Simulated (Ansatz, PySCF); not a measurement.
Process, species as SMILES: [C][C][CH2] + 5 [H][H] (H2) -> 3 C (CH4)
Structures are relaxed separately at B3LYP-D3(BJ)/def2-TZVP in Ansatz (an electronic-structure program), one conformer each, not searched for the lowest. Unstable Hartree-Fock reference: [C][C][CH2].
Geometry of the first species:
SMILES: [C][C][CH2]
```xyz
5

C     -0.0184    -0.0120    -1.1190
C      0.0033     0.0022     0.2011
H      0.8505     0.2726    -1.7068
H     -0.9061    -0.3089    -1.6717
C      0.0244     0.0159     1.4810
```

Wanted: energy of full hydrogenation (0 K, with B3LYP-D3(BJ) harmonic zero-point energies from PySCF), in kcal/mol. Valence correlation only, unless marked. Spin-orbit coupling is left out. Non-relativistic unless marked X2C. CBS(X,Y): correlation extrapolated as X^-3; Hartree-Fock from the larger set.

| level | program | energy of full hydrogenation (kcal/mol) | minus last row |
|---|---|---|---|
| HF/6-31G* | Ansatz | -193.2 | -12.4 |
| HF/aug-cc-pVTZ | Ansatz | -181.6 | -0.8 |
| HF-D4/def2-TZVPD | PySCF + dftd4 | -181.6 | -0.8 |
| BLYP-D4/def2-TZVPD | Ansatz + dftd4 | -163.7 | 17.1 |
| BLYP/def2-TZVPD | Ansatz | -163.6 | 17.2 |
| revPBE-D4/def2-TZVPD | Ansatz + dftd4 | -171.9 | 8.9 |
| B97M-V/def2-TZVPD | Ansatz | -183.7 | -2.9 |
| PBE0-D4/def2-TZVP | Ansatz + dftd4 | -193.0 | -12.2 |
| PBE0/def2-QZVPP | Ansatz | -193.9 | -13.1 |
| BHLYP-D4/def2-TZVPD | Ansatz + dftd4 | -188.6 | -7.8 |
| r2SCANh/def2-TZVPD | Ansatz | -188.2 | -7.4 |
| HSE06/def2-TZVPD | Ansatz | -192.8 | -12.0 |
| CAM-B3LYP/def2-TZVPD | Ansatz | -186.8 | -6.0 |
| B2GP-PLYP/def2-TZVPD | Ansatz | -181.4 | -0.6 |
| PBE-QIDH/def2-TZVPD | Ansatz | -194.8 | -14.0 |
| MP2/CBS(cc-pVTZ,cc-pVQZ) | Ansatz | -187.0 | -6.2 |
| SCS-MP2/6-31G | Ansatz | -172.1 | 8.7 |
| CCSD/6-31G | Ansatz | -166.0 | 14.8 |
| CCSD/cc-pVTZ | Ansatz | -184.3 | -3.5 |
| X2C-CCSD(T)/cc-pVTZ-DK | Ansatz | -179.7 | 1.1 |
| CCSD(T)/CBS(cc-pVTZ,cc-pVQZ) | Ansatz | -180.8 | 0.0 |
